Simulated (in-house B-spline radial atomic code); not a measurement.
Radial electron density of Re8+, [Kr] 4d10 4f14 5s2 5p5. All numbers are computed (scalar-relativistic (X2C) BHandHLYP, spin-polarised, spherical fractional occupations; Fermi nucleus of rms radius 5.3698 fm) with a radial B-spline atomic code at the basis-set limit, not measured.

Caution: exact exchange at fractional occupations of open shells leaves self-interaction of up to several eV.

One-electron X2C: radii and densities carry no picture-change correction, so inner-shell <1/r> comes out high (for 1s by about 2 % at Z = 33, 5 % at 54, 10 % at 75, 30 % at 118) and <r> low.

Columns: r (bohr), 4πr²n(r) (electrons per bohr), bar.

```
0.000327    2.889 #
0.000401    3.846 #
0.000492    5.108 ##
0.000604    6.765 ##
0.000741    8.918 ###
0.000909     11.7 ####
 0.00111    15.18 #####
 0.00137    19.85 ######
 0.00168    25.52 ########
 0.00206     32.5 ##########
 0.00253    40.96 #############
  0.0031    50.74 ################
  0.0038    61.74 ####################
 0.00466    73.51 #######################
 0.00572    85.23 ###########################
 0.00702    95.59 ##############################
 0.00861    103.1 #################################
  0.0106    106.4 ##################################
   0.013    104.7 #################################
  0.0159    99.16 ################################
  0.0195    92.78 #############################
  0.0239    90.41 #############################
  0.0293    96.46 ###############################
   0.036    111.6 ###################################
  0.0441    129.3 #########################################
  0.0541    138.5 ############################################
  0.0664    131.6 ##########################################
  0.0815    114.7 ####################################
     0.1    105.7 ##################################
   0.123      115 #####################################
    0.15    126.6 ########################################
   0.185      116 #####################################
   0.226    85.86 ###########################
   0.278    66.06 #####################
   0.341    71.77 #######################
   0.418    78.69 #########################
   0.513    65.77 #####################
   0.629    42.53 ##############
   0.772    25.47 ########
   0.947    16.66 #####
    1.16    10.42 ###
    1.42    4.984 ##
    1.75    1.515 
    2.14   0.2916 
    2.63  0.02905 
    3.23 0.001307 
    3.96 2.367e-05
```

On this grid the curve has 4 maxima, near 0.0106, 0.0541, 0.15, 0.418 bohr.

The 5p up radial function P(r) = rR(r), positive near the nucleus:

```tsv
r (bohr)	P
0.000604	0.00132
0.000909	0.002384
0.00137	0.004389
0.00206	0.008166
0.0031	0.01532
0.00466	0.02864
0.00702	0.05291
0.0106	0.09477
0.0159	0.158
0.0239	0.2365
0.036	0.2892
0.0541	0.2241
0.0815	-0.04144
0.123	-0.3644
0.185	-0.2707
0.278	0.351
0.418	0.5404
0.629	-0.3214
0.947	-1.096
1.42	-0.8216
2.14	-0.2181
3.23	-0.01505
```
